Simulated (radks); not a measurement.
Question: Species: Cs. Configuration: [Xe] 5d1 (not the ground configuration). All-electron calculation, scalar-relativistic Kohn-Sham, PBE, spin-unpolarised, spherical densities, finite nucleus; Fermi nuclear charge, rms radius 4.8041 fm. Program: a radial shooting solver on a logarithmic mesh with Libxc functionals. Some entries of the table are withheld. Estimate them.

| orbital | occ. | eigenvalue (hartree) | <1/r> (bohr^-1) |
|---|---|---|---|
| 1s | 2 | -1315.515 | (1) |
| 2s | 2 | -206.3614 | 13.64 |
| 2p | 6 | -185.1244 | 13.00 |
| 3s | 2 | (2) | 4.917 |
| 3p | 6 | -36.07170 | 4.668 |
| 3d | 10 | (3) | 4.423 |
| 4s | 2 | -8.10154 | 2.017 |
| 4p | 6 | -5.91628 | 1.854 |
| 4d | 10 | -2.73490 | (4) |
| 5s | 2 | -0.98753 | 0.7530 |
| 5p | 6 | (5) | 0.6209 |
| 5d | 1 | -0.02118 | (6) |

Answer: 
(1) 1s <1/r> (bohr^-1): 59.39
(2) 3s eigenvalue (hartree): -42.90687
(3) 3d eigenvalue (hartree): -26.03752
(4) 4d <1/r> (bohr^-1): 1.584
(5) 5p eigenvalue (hartree): -0.50299
(6) 5d <1/r> (bohr^-1): 0.2159
